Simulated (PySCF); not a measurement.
**Stretching BiO**

Set-up: Bi cc-pVTZ-PP with ECP60, O cc-pVTZ; scalar-relativistic core potentials (PySCF 2.14). Energies in eV from Bi + O in their ground configurations at the same level. All curves are PBE0. state 1: ²Π (doublet), unpaired electrons π ↑; state 2: ⁴Π (quartet), unpaired electrons π ↑↑↑, a second solution, started from another occupation; state 3: Ms = 0.5 determinant of mixed spin (⟨S²⟩ near 1.8), unpaired electrons π ↑↑↓, a mixture of terms (⟨Lz²⟩ = 3.0), a second solution, started from another occupation; state 4: sextet, unpaired electrons σ ↑↑, π ↑↑↑, a second solution, started from another occupation.

```tsv
R (Å)	state 1	state 2	state 3	state 4
1.653	-1.443	2.165	2.549	9.4220
1.730	-2.462	0.542	0.923	7.5412
1.807	-3.000	-0.558	-0.179	6.0949
1.864	-3.176	-1.125	-0.749	5.2221
1.922	-3.208	-1.525	-1.150	4.4871
1.980	-3.136	-1.791	-1.419	3.8640
2.057	-2.904	-1.986	-1.618	3.1735
2.153	-2.496	-2.047	-1.684	2.4843
2.268	-1.901	-1.942	-1.586	1.8508
2.422	-1.049	-1.633	-1.290	1.2458
```

Put a parabola through the three lowest points of the state 2 curve and estimate Re, k and ωe (reduced mass 14.86 u; 1 eV/Å² = 0.16022 mdyn/Å; ωe = 1302.8·√(k/μ) cm⁻¹).

Through R = 2.057, 2.153, 2.268 Å the second-order coefficient is 7.34 eV/Å², so Re ≈ 2.148 Å, k ≈ 2.35 mdyn/Å and ωe ≈ 518 cm⁻¹. A polynomial fit of higher order to the unrounded PBE0 energies gives Re = 2.140 Å, k = 2.50 mdyn/Å, ωe = 535 cm⁻¹; anharmonicity and rounding make the difference.

The higher-order fit for each curve: state 2: Re = 2.140 Å, ωe = 535 cm⁻¹, minimum 2.05 eV below the ground-state fragments; state 3: Re = 2.144 Å, ωe = 529 cm⁻¹, minimum 1.68 eV below the ground-state fragments. State 1 gave no clean fit. State 4 gave no clean fit.

These are scalar-relativistic numbers at best; spin–orbit coupling would shift them, the dissociation energy most. The state is the lowest determinant that a PBE0 search found; another state may lie lower at other levels.
